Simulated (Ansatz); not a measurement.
One change: `BN[SiH](C)C` becomes `C[SiH](C)C#N`.

Ansatz, PBE0-D4/def2-TZVP geometries, multiplicity 1. Each molecule was computed in one conformer, which needn't be the lowest.

```csv
property,`BN[SiH](C)C`
LUMO energy (B3LYP/def2-TZVPP) / eV,-0.24
HOMO–LUMO gap (PBE/def2-TZVPP) / eV,5.91
HOMO energy (B3LYP/def2-TZVPP) / eV,-7.90
HOMO–LUMO gap (ωB97M-V/def2-TZVPP) / eV,12.19
HOMO–LUMO gap (B3LYP/def2-TZVPP) / eV,7.67
HOMO–LUMO gap (PBE0/def2-TZVPP) / eV,8.11
```

Problem. Give the same properties after the change, and the shifts. (Estimate.)

Solution. Computed: 
| property | `C[SiH](C)C#N` | shift |
| --- | --- | --- |
| LUMO energy (B3LYP/def2-TZVPP) / eV | -0.42 | -0.18 |
| HOMO–LUMO gap (PBE/def2-TZVPP) / eV | 6.77 | 0.86 |
| HOMO energy (B3LYP/def2-TZVPP) / eV | -9.01 | -1.11 |
| HOMO–LUMO gap (ωB97M-V/def2-TZVPP) / eV | 13.18 | 0.99 |
| HOMO–LUMO gap (B3LYP/def2-TZVPP) / eV | 8.58 | 0.91 |
| HOMO–LUMO gap (PBE0/def2-TZVPP) / eV | 9.06 | 0.95 |

With PBE0 the HOMO falls by 1.12 eV and the LUMO falls by 0.19 eV, so the gap widens by about 0.93 eV. PBE moves the HOMO by -1.06 eV and ωB97M-V by -1.09 eV. The zero-point energy changes by -79.5 kJ/mol with -9 modes.

B3LYP here is the variant with VWN-RPA as its local correlation; programs differ in this.
